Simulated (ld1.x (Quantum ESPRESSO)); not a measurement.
# Building the TM semilocal potential for silicon (PBE, scalar-relativistic).

ld1.x (Quantum ESPRESSO) 7.5 was run on this input:

```
&input
   title='Si', zed=14., rel=1, dft='PBE', iswitch=3,
   config='[Ne] 3s2 3p1.5',
   nld=2, rlderiv=1.75, eminld=-3.0, emaxld=5.0, deld=0.02
 /
 &inputp
   pseudotype=1, tm=.true., lloc=0,
   nlcc=.false.,
   file_pseudopw='Si.pp', file_wfcaegen='ae.wfc', file_wfcncgen='nc.wfc'
 /
2
3P  2  1   1.50   0.00  1.45  1.45  0.0
3S  1  0   2.00   0.00  1.60  1.60  0.0
 &test
   configts(1)='3s2 3p1.5'
 /
```

Command:

```bash
ld1.x < Si.in > Si.out
```

Output (shortened: banner, matrices, multipoles, cross overlaps and the repeated all-electron block are left out):

```
Program LD1 v.7.5
     --------------------------- All-electron run ----------------------------

     Si
     scalar relativistic calculation

     atomic number is 14.00
     dft =PBE   lsd =0 sic =0 latt =0  beta=0.20 tr2=1.0E-14
     Exchange-correlation= PBE
                           (   1   4   3   4   0   0   0)
     mesh =1141 r(mesh) = 100.57892 a.u. xmin = -7.00 dx = 0.01250
     1 Ry =  13.60569312 eV, c = 137.03599908

     n l     nl                  e(Ry)          e(Ha)          e(eV)
     1 0     1S 1( 2.00)      -131.5945       -65.7973     -1790.4349
     2 0     2S 1( 2.00)       -10.5788        -5.2894      -143.9321
     2 1     2P 1( 6.00)        -7.3496        -3.6748       -99.9969
     3 0     3S 1( 2.00)        -1.0825        -0.5412       -14.7276
     3 1     3P 1( 1.50)        -0.5642        -0.2821        -7.6766

     final scf error:  7.8E-15 reached in  27 iterations

     Etot =    -579.460145 Ry,    -289.730073 Ha,   -7883.956911 eV

     Ekin =     580.910384 Ry,     290.455192 Ha,    7903.688414 eV
     Encl =   -1379.233273 Ry,    -689.616637 Ha,  -18765.424658 eV
     Eh   =     259.944384 Ry,     129.972192 Ha,    3536.723524 eV
     Exc  =     -41.081640 Ry,     -20.540820 Ha,    -558.944190 eV

     normalization and overlap integrals

     s(1S/1S) =  1.000000  <r> =   0.1113  <r2> =    0.0167  r(max) =   0.0723
     s(2S/2S) =  1.000000  <r> =   0.5679  <r2> =    0.3855  r(max) =   0.4543
     s(2P/2P) =  1.000000  <r> =   0.5375  <r2> =    0.3647  r(max) =   0.3861
     s(3S/3S) =  1.000000  <r> =   2.1112  <r2> =    5.1656  r(max) =   1.7744
     s(3P/3P) =  1.000000  <r> =   2.6052  <r2> =    8.0398  r(max) =   2.0874

     ------------------------ End of All-electron run ------------------------

     --------------------- Generating NC pseudopotential ---------------------

      Generating local pot.: lloc=0, matching radius rcloc =   1.6000

      Wfc   3P  rcut= 1.435  Using Troullier-Martins method

     ------------------- End of pseudopotential generation -------------------

     Computing logarithmic derivative in   1.74144
     Computing logarithmic derivative in   1.74144
     Computing the partial wave expansion
       no projector for channel:   0
     R is outside the sphere for l=    1 j= 0.00

     ---------------------- Testing the pseudopotential ----------------------

     Si
     scalar relativistic calculation

     atomic number is 14.00   valence charge is  4.00
     dft =PBE   lsd =0 sic =0 latt =0  beta=0.20 tr2=1.0E-14
     mesh =1141 r(mesh) = 100.57892 xmin = -7.00 dx = 0.01250

     n l     nl             e AE (Ry)        e PS (Ry)    De AE-PS (Ry)
     1 0     3S   1( 2.00)       -1.08246       -1.08246        0.00000
     2 1     3P   1( 1.50)       -0.56422       -0.56421       -0.00001

     eps = 9.9E-15  iter = 21

     Etot =    -579.460145 Ry,    -289.730073 Ha,   -7883.956911 eV
     Etotps =    -7.269649 Ry,      -3.634824 Ha,     -98.908607 eV

     Ekin =       2.225582 Ry,       1.112791 Ha,      30.280579 eV
     Encl =     -12.507303 Ry,      -6.253651 Ha,    -170.170522 eV
     Ehrt =       4.768365 Ry,       2.384182 Ha,      64.876906 eV
     Ecxc =      -1.756292 Ry,      -0.878146 Ha,     -23.895570 eV

     ---------------------- End of pseudopotential test ----------------------
```

Generation and configuration tests took about 1 s on one core of a shared server CPU.
